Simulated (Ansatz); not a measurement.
`[Cl][SnH]([Cl])[GeH3]` and `[F][SnH]([Cl])[Cl]` differ in one atom or group.

Ansatz, PBE0-D4/def2-TZVP geometries, multiplicity 1. 

Elements past krypton have def2 core potentials. Scalar relativity is left out up to krypton.

```json
{"property": "LUMO energy (B3LYP/def2-TZVPP) / eV", "`[Cl][SnH]([Cl])[GeH3]`": "-1.75"}
{"property": "size of the dipole moment (B3LYP/def2-TZVPP) / D", "`[Cl][SnH]([Cl])[GeH3]`": "3.42"}
{"property": "zero-point energy (PBE0-D4/def2-TZVP) / kJ/mol", "`[Cl][SnH]([Cl])[GeH3]`": "85.5"}
{"property": "HOMO–LUMO gap (B3LYP/def2-TZVPP) / eV", "`[Cl][SnH]([Cl])[GeH3]`": "6.24"}
{"property": "LUMO energy (PBE/def2-TZVPP) / eV", "`[Cl][SnH]([Cl])[GeH3]`": "-2.34"}
{"property": "LUMO energy (PBE0/def2-TZVPP) / eV", "`[Cl][SnH]([Cl])[GeH3]`": "-1.45"}
```

Question: Give the same properties after the change, and the shifts. (Best estimate.)

Answer: Ansatz gave: 
```json
{"property": "LUMO energy (B3LYP/def2-TZVPP) / eV", "`[F][SnH]([Cl])[Cl]`": "-2.51", "shift": "-0.76"}
{"property": "size of the dipole moment (B3LYP/def2-TZVPP) / D", "`[F][SnH]([Cl])[Cl]`": "2.49", "shift": "-0.93"}
{"property": "zero-point energy (PBE0-D4/def2-TZVP) / kJ/mol", "`[F][SnH]([Cl])[Cl]`": "29.6", "shift": "-55.9"}
{"property": "HOMO–LUMO gap (B3LYP/def2-TZVPP) / eV", "`[F][SnH]([Cl])[Cl]`": "6.81", "shift": "0.57"}
{"property": "LUMO energy (PBE/def2-TZVPP) / eV", "`[F][SnH]([Cl])[Cl]`": "-3.13", "shift": "-0.79"}
{"property": "LUMO energy (PBE0/def2-TZVPP) / eV", "`[F][SnH]([Cl])[Cl]`": "-2.18", "shift": "-0.73"}
```

With PBE0 the HOMO falls by 1.40 eV and the LUMO falls by 0.73 eV, so the gap widens by about 0.67 eV. PBE moves the HOMO by -1.12 eV and ωB97M-V by -1.65 eV. The zero-point energy changes by -55.9 kJ/mol with -9 modes. Dipoles are sizes alone; their direction can turn.

Positive LUMOs are unbound, so they and the gaps depend on the basis.

B3LYP here is the variant with VWN-RPA as its local correlation; programs differ in this.
